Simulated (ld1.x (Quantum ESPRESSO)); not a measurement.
**Transferability test, TM potential for Bi (Z = 83)**

Bi, norm-conserving Troullier–Martins (Kleinman–Bylander form), made with ld1.x (Quantum ESPRESSO) 7.5 (PBE, scalar-relativistic). Core [Xe] 4f14 5d10, reference 6s2 6p3. Waves: 6p (bound): rc 2.15 bohr; 6d channel at 0.4 Ry: rc 2.00 bohr; 6s (bound): rc 1.80 bohr. Local part: the s channel. Core correction: Bessel-smoothed model core inside 1.85 bohr.

Energies are relative to the spin-unpolarised reference configuration 6s2 6p3; without spin polarisation the order of configurations can differ from experiment.

| valence configuration | charge | ΔE all-electron (eV) | error AE − PS (meV) |
| --- | --- | --- | --- |
| 6s2 6p1 | +2 | 23.160 | -76 |
| 6s2 6p0 | +3 | 46.502 | -262 |
| 6s1 6p4 | 0 | 10.082 | -33 |
| 6s0 6p5 | 0 | 20.501 | -126 |
| 6s1 6p0 | +4 | 91.907 | -860 |
| 6s2 6p2.5 | +0.5 | 3.097 | -2.9 |

Q: What are ΔE and the potential's error for 6s2 6p2?

A: ΔE = 7.913 eV all-electron; the error (AE − PS) is -12 meV.

Note: ghost state, extra bound levels that the all-electron valence spectrum of the same l lacks: d at -37.8 eV. A true bound ghost makes a file unfit for plane-wave use.
